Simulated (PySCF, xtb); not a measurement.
GeF2ClBr, SMILES [Cl][Ge]([F])([Br])[F].

Harmonic wavenumbers (cm⁻¹) from GFN2-xTB (xtb) at its own minimum, in rising order: 91, 117, 130, 161, 176, 276, 390, 462, 470.

**Question.** What does PBE-D3(BJ)/def2-SVP in PySCF give at its own minimum? (An estimate is asked for; the answer gives what the named calculation found.)

**Answer.** 110, 145, 176, 208, 225, 321, 444, 706, 733. Paired by order, the mean absolute difference is 88 cm⁻¹ and the zero-point energies are 3.2 and 4.4 kcal/mol.
